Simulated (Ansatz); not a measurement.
`[SiH3][Se][GaH][Cl]` + `N=C=O` → `O=C=[N][GaH][Cl]` + `[SiH3][SeH]` at 700 K and 1 bar (ligand exchange at a Ga–Se bond).

Calculated with Ansatz (gas phase, PBE0-D4/def2-TZVP geometries, no zero-point term in ΔE). CCSD(T)/CBS is the MP2 limit (def2-TZVPP, def2-QZVPP) plus CCSD(T) − MP2 in def2-TZVPP, frozen cores. This one scheme is used for every species. For Ga, Se outer-core shells are correlated without core-valence functions, which leaves a few kJ/mol of doubt a bond. Scalar relativity is left out up to krypton. One conformer a species, not always the lowest.

```json
{"species": "`[SiH3][Se][GaH][Cl]`", "CCSD(T)/CBS energy (Eh)": "-5076.01837", "H − E (kJ/mol)": "166.8", "S (J/(mol·K))": "504.9"}
{"species": "`N=C=O`", "CCSD(T)/CBS energy (Eh)": "-168.51995", "H − E (kJ/mol)": "89.3", "S (J/(mol·K))": "283.6"}
{"species": "`O=C=[N][GaH][Cl]`", "CCSD(T)/CBS energy (Eh)": "-2552.32599", "H − E (kJ/mol)": "116.4", "S (J/(mol·K))": "434.5"}
{"species": "`[SiH3][SeH]`", "CCSD(T)/CBS energy (Eh)": "-2692.20088", "H − E (kJ/mol)": "133.3", "S (J/(mol·K))": "356.0"}
```

H − E and S are ideal-gas, rigid-rotor, harmonic terms from PBE0-D4/def2-TZVP, for one conformer and one mirror image of each species. 1 Eh = 2625.50 kJ/mol, R = 8.31446 J/(mol·K).

By hand: ΔE, ΔH, ΔS and ΔG.

ΔE = (-2552.32599) + (-2692.20088) − (-5076.01837) − (-168.51995) = 0.01145 Eh = 30.1 kJ/mol. Δ(H − E) = 116.4 + 133.3 − 166.8 − 89.3 = -6.4, so ΔH = 23.7 kJ/mol. ΔS = 434.5 + 356.0 − 504.9 − 283.6 = 2.0 J/(mol·K). ΔG = 23.7 − 700 × (2.0)/1000 = 22.3 kJ/mol.

By hand: the equilibrium constant, and the temperature at which ΔG would vanish if ΔH and ΔS stayed fixed.

log₁₀ K = −ΔG/(RT ln 10) = -1.7. ΔG = 0 at ΔH/ΔS = 11850 K, far beyond where these terms or the molecules hold.

The number of gas molecules stays the same, so ΔS is small and ΔH decides. A doubt of 5 kJ/mol in ΔE shifts log₁₀ K by 0.4 here. Other conformers and mirror images would add mixing entropy, several J/(mol·K) or more a flexible species. Modes under 60 cm⁻¹, often nearly free rotors, make the harmonic entropy too high. These are equilibria of isolated gas molecules and say nothing of rates. Largest T1 diagnostic: 0.018 (customary marks: 0.02 for closed shells, 0.045 for open ones).
